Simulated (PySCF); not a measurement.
Geometry:
```json
{"atom": "C1", "x (Å)": "3.549", "y (Å)": "1.053", "z (Å)": "0.441"}
{"atom": "C2", "x (Å)": "2.565", "y (Å)": "-0.105", "z (Å)": "0.428"}
{"atom": "C3", "x (Å)": "1.122", "y (Å)": "0.351", "z (Å)": "0.314"}
{"atom": "C4", "x (Å)": "0.128", "y (Å)": "-0.789", "z (Å)": "0.307"}
{"atom": "O5", "x (Å)": "0.496", "y (Å)": "-1.942", "z (Å)": "0.380"}
{"atom": "C6", "x (Å)": "-1.332", "y (Å)": "-0.464", "z (Å)": "0.205"}
{"atom": "C7", "x (Å)": "-2.240", "y (Å)": "-1.530", "z (Å)": "0.213"}
{"atom": "C8", "x (Å)": "-3.606", "y (Å)": "-1.294", "z (Å)": "0.122"}
{"atom": "C9", "x (Å)": "-4.082", "y (Å)": "0.015", "z (Å)": "0.021"}
{"atom": "C10", "x (Å)": "-3.187", "y (Å)": "1.083", "z (Å)": "0.013"}
{"atom": "C11", "x (Å)": "-1.817", "y (Å)": "0.846", "z (Å)": "0.106"}
{"atom": "H12", "x (Å)": "3.473", "y (Å)": "1.658", "z (Å)": "-0.477"}
{"atom": "H13", "x (Å)": "4.586", "y (Å)": "0.697", "z (Å)": "0.518"}
{"atom": "H14", "x (Å)": "3.367", "y (Å)": "1.728", "z (Å)": "1.294"}
{"atom": "H15", "x (Å)": "2.674", "y (Å)": "-0.714", "z (Å)": "1.340"}
{"atom": "H16", "x (Å)": "2.788", "y (Å)": "-0.791", "z (Å)": "-0.404"}
{"atom": "H17", "x (Å)": "0.859", "y (Å)": "1.033", "z (Å)": "1.144"}
{"atom": "H18", "x (Å)": "0.970", "y (Å)": "0.948", "z (Å)": "-0.604"}
{"atom": "H19", "x (Å)": "-1.836", "y (Å)": "-2.542", "z (Å)": "0.292"}
{"atom": "H20", "x (Å)": "-4.308", "y (Å)": "-2.132", "z (Å)": "0.129"}
{"atom": "H21", "x (Å)": "-5.156", "y (Å)": "0.203", "z (Å)": "-0.051"}
{"atom": "H22", "x (Å)": "-3.557", "y (Å)": "2.108", "z (Å)": "-0.066"}
{"atom": "H23", "x (Å)": "-1.128", "y (Å)": "1.692", "z (Å)": "0.098"}
```

All values are calculated (PySCF 2.14): shielding tensors at KT3/pcSseg-1 (GIAO), geometry: PBE0-D3(BJ)/def2-SVP. One conformer, non-relativistic, no solvent, equivalent nuclei averaged.

Shifts are taken against calculated references (same method and geometry level): ¹³C (σref 182.31) and ¹H (σref 31.32) against TMS; H2O for ¹⁷O (σref 329.03).

| atoms | nucleus | count | δ (ppm) |
| --- | --- | --- | --- |
| H15/H16 | ¹H | 2 | 1.72 |
| C9 | ¹³C | 1 | 126.2 |
| C4 | ¹³C | 1 | 184.6 |
| C2 | ¹³C | 1 | ? |
| C6 | ¹³C | 1 | 127.7 |
| C3 | ¹³C | 1 | 41.5 |
| C7/C11 | ¹³C | 2 | 121.6 |
| O5 | ¹⁷O | 1 | ? |
| H21 | ¹H | 1 | ? |
| H20/H22 | ¹H | 2 | ? |
| H12/H13/H14 | ¹H | 3 | 1.08 |
| H17/H18 | ¹H | 2 | 2.77 |
| C8/C10 | ¹³C | 2 | 122.0 |
| C1 | ¹³C | 1 | ? |
| H19/H23 | ¹H | 2 | 7.91 |

**Question.** Complete the table.

**Answer.** 
- C2: 21.5 ppm, sp3 CH2; aliphatic region, no heteroatom directly attached
- C1: 16.5 ppm, methyl carbon; a saturated carbon with 1 carbon neighbour and no heteroatom attached
- H21: 7.26 ppm, hydrogen on an aromatic CH; aromatic region
- H20/H22: 7.26 ppm, hydrogen on an aromatic CH; aromatic region
- O5: 572.4 ppm, ketone oxygen

Shifts are as computed, not scaled to solution data. Of 1328 compounds with measured shifts, 309 miss one by over three times the rms of a fit or turn the order of signals round; such compounds aren't used in these exercises. Signals without a measured value on file couldn't be tested in this way. Unscaled 17O shifts of doubly bonded oxygen tend to come out too high, by tens of ppm or more. Experimental scales use liquid or dissolved standards, which lie at an offset from isolated H2O (liquid H2O: subtract about 36 ppm).
